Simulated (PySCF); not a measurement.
How methods differ on the ionisation energy of Ar⁺

Ar⁺ [Ne] 3s2 3p5 (2P) → Ar²⁺ [Ne] 3s2 3p4 (3P), as a difference of total energies. Calculation: PySCF 2.14, in def2-TZVPPD (6s6p4d1f, 51 functions); the non-relativistic Hamiltonian (point nucleus). Correlated levels: valence: [Ne] frozen; valence and next inner shell: 1s2 frozen. The calculations carry no spin-orbit coupling.

| method | ionisation energy (eV) |
| --- | --- |
| UHF | 26.362 |
| PBE | 27.602 |
| PBE0 | 27.610 |
| r2SCAN | 27.665 |
| M06 | 27.536 |
| r2SCANh | 27.651 |
| r2SCAN0 | 27.631 |
| MN15 | 27.802 |
| MP2 (valence) | 27.337 |
| SCS-MP2 (valence) | 27.333 |
| SCS-MP2 (valence and next inner shell) | 27.346 |

Question: Estimate what MP2 (valence and next inner shell) gives.

Answer: 27.359 eV, closest to SCS-MP2 (valence and next inner shell) among the rows shown.

Question: Estimate what LDA gives.

Answer: 27.824 eV, closest to MN15 among the rows shown.

A first-order spin-orbit estimate (lowest level to lowest level, LS coupling) adds -0.006 eV.

Errors of the correlated levels include the incompleteness of this basis and the frozen core.

For comparison: 27.630 eV (measured; NIST Atomic Spectra Database, ionization energies).
